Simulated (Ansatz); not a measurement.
Geometry optimisation, RKS r2SCAN-D4/def2-SVP (Ansatz).

input.yaml

```yaml
crystal:
  periodic: [false, false, false]
  atoms:
    - { symbol: Sn, position_ang: [0.0, 0.0, 0.0] }
    - { symbol: Cl, position_ang: [0.0, 0.0, 2.76] }
    - { symbol: H, position_ang: [1.6408, 0.0, -0.5794] }
    - { symbol: O, position_ang: [-0.9232, 1.5994, -0.6527] }
    - { symbol: H, position_ang: [-1.881, 1.3686, -0.8751] }
    - { symbol: H, position_ang: [-0.8195, -1.4198, -0.5794] }
    - { symbol: F, position_ang: [0.8135, 1.8918, 0.6842] }
    - { symbol: H, position_ang: [0.5987, 1.3923, 1.8676] }
basis:
  gaussian: { orbitals: def2-SVP }
hamiltonian:
  xc: r2scan
  dispersion: d4
relax:
  f_tol: 0.15
  max_steps: 25
  restrain:
    - { distance: [0, 6], at: 1.87, k: 30.0 }
    - { distance: [7, 1], at: 1.37, k: 30.0 }
    - { distance: [0, 1], at: 3.61, k: 30.0 }
    - { distance: [7, 6], at: 2.12, k: 30.0 }
```

Launched with:

```bash
$ ansatz run input.yaml --threads 2 --pin off --max-ram 3072MiB --backend cpu --events-out ev --progress --plain --runs-dir out
```

Question: Where does it end, and by what steps?

Answer: The forces met the threshold. The restraints hold the end off the free minimum. After 19 steps the energy has fallen by 1.608 eV (the restraints' own energy left out); H3 moved furthest, 1.49 Å. Parted: Sn1–Cl2 (2.76 → 3.61 Å). Joined: Cl2–H8 (1.76 → 1.33 Å).

```
step  energy less start (eV)  largest force component (eV/Å)  accepted
   0                  0.0000                           4.477       yes
   1                  0.4922                           3.221       yes
   2                  0.5353                           2.536       yes
   3                  0.0021                           2.113       yes
   4                 -0.5326                           1.580       yes
   5                 -0.8595                           1.398       yes
   6                 -1.1210                           1.259       yes
   7                 -1.2991                           1.087       yes
   8                 -1.3863                           1.071       yes
   9                 -1.4167                           1.107       yes
  10                 -1.4371                           1.086       yes
  11                 -1.4393                           1.110       yes
  12                 -1.4690                           1.027       yes
  13                 -1.5116                           1.053       yes
  14                 -1.5351                           1.058       yes
  15                 -1.5472                           1.207       yes
  16                 -1.5716                           1.298       yes
  17                 -1.5901                           1.051        no
  18                 -1.6045                           1.104       yes
  19                 -1.6081                           1.099       yes
```

```xyz
8
Properties=species:S:1:pos:R:3
Sn 0.451 0.170 -0.546
Cl -1.202 0.822 2.598
H 1.332 0.363 -1.988
O -1.171 1.273 -0.764
H -1.661 1.297 0.075
H 0.172 -1.395 0.078
F 1.466 1.060 0.811
H 0.042 1.243 2.360
```

Time of the run: 72 s on 2 threads of Arm Neoverse V1, on a shared host, peak memory 0.17 GiB.
